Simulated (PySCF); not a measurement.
iodine (I2), SMILES II.

Geometry: B3LYP-D3(BJ)/def2-TZVP. The def2 effective core potentials stand for the cores of I; spin–orbit coupling is left out.

Method: PBE/def2-TZVPD (PySCF).

Gas-phase values at a fixed geometry.

Q: Estimate the frontier levels, gap, dipole moment and polarisability. (An estimate is asked for; the answer gives what the named calculation found.)

A: 
```json
{
 "highest_occupied_level": "-6.29 eV",
 "lowest_empty_level": "-4.54 eV",
 "orbital_gap": "1.75 eV",
 "dipole_moment": "0.00 D",
 "quadrupole, principal values (traceless, Buckingham form, about the centre of nuclear charge)": "-3.58, -3.58, 7.17 D·Å",
 "mean_static_polarisability": "73.2 bohr³ (10.85 Å³)",
 "polarisability_principal_values": "59.7, 59.7, 100.3 bohr³"
}
```
